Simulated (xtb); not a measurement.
nitrogen atom (N), quartet. Base run: xtb with GFN0-xTB.

Geometry (Å):
```xyz
1

N      0.0000     0.0000     0.0000
```
Charge 0, spin multiplicity 4.
All else is at xtb's defaults.
Base energy -2.65700 Eh.

The base run was repeated with changes; each row names its change, and settings that it needs were set with it.

| change | ΔE vs base (mEh) |
|---|---|
| base | 0.000 |
| file = coord | 0.000 |
| etemp = 3000 | 0.000 |
| etemp = 1000 | 0.000 |
